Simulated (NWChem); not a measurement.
**Correlation energy of F₃Si**

```
Si
F 1 1.6265
F 1 1.6265 2 107.83
F 1 1.6265 2 107.83 3 116.18
```
Charge 0, spin multiplicity 2.

All runs are NWChem calculations. All single points use one geometry, from UPBE/def2-SVP, a minimum by its harmonic frequencies.

Basis set: cc-pVDZ. Each correlation energy counts from its own Hartree-Fock reference.

The correlated methods keep 8 core orbitals frozen. The structure started from a generated list of species. The unpaired electrons of the parent sit in orbitals of symmetry a' (Cs labels of the run); other states weren't searched. No SCF solution was tested for a lower state. Open-shell Hartree-Fock references start from PBE0 orbitals. Coupled-cluster values serve here as a point of comparison, not as the truth.

Order these methods by the correlation energy they give, lowest first: CCSD[T] on ROHF, UMP2, SCS-UMP2, CCSD[T] on UHF, CCSD on UHF.

CCSD[T] on ROHF (-655.6 mHa), CCSD[T] on UHF (-654.3 mHa), CCSD on UHF (-641.8 mHa), UMP2 (-636.6 mHa), SCS-UMP2 (-610.6 mHa)
